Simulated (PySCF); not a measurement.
PySCF 2.14 output of a UHF calculation on a single atom or ion in aug-cc-pwCVDZ (5s4p2d, 27 functions), with no relativity, point nucleus:

```
SCF conv_tol = 1e-09
number electrons alpha = 4  beta = 1
cycle= 1 E= -24.0821834507311  delta_E= -0.00223  |g|= 0.0139  |ddm|= 0.0648
cycle= 2 E= -24.0823596036717  delta_E= -0.000176  |g|= 0.00394  |ddm|= 0.0176
cycle= 3 E= -24.0823756510416  delta_E= -1.6e-05  |g|= 9.89e-05  |ddm|= 0.00702
cycle= 4 E= -24.0823756646039  delta_E= -1.36e-08  |g|= 8.2e-06  |ddm|= 0.000286
cycle= 5 E= -24.0823756647003  delta_E= -9.64e-11  |g|= 1.32e-06  |ddm|= 3.68e-05
converged SCF energy = -24.0823756647003  <S^2> = 3.7500074  2S+1 = 4.0000037
```

The run itself started from symmetry-adapted Hartree-Fock orbitals and held the occupation by maximum overlap, so the iterations belong to that start.

Question: Which element, charge and spin multiplicity is this?

Answer: B (boron, neutral), multiplicity 4; the state was [He] 2s1 2p1 3d1, one real determinant (an excited configuration).

⟨L²⟩ = 8.01 against 12 for a pure F term, so this real determinant mixes terms. The outer electron is Rydberg-like, and this basis confines it to a smaller radius and binds it less than a complete one would. At UHF the highest occupied level has a positive energy, so only the finite basis holds that electron; for this excited configuration the basis is too tight for the outer shell.
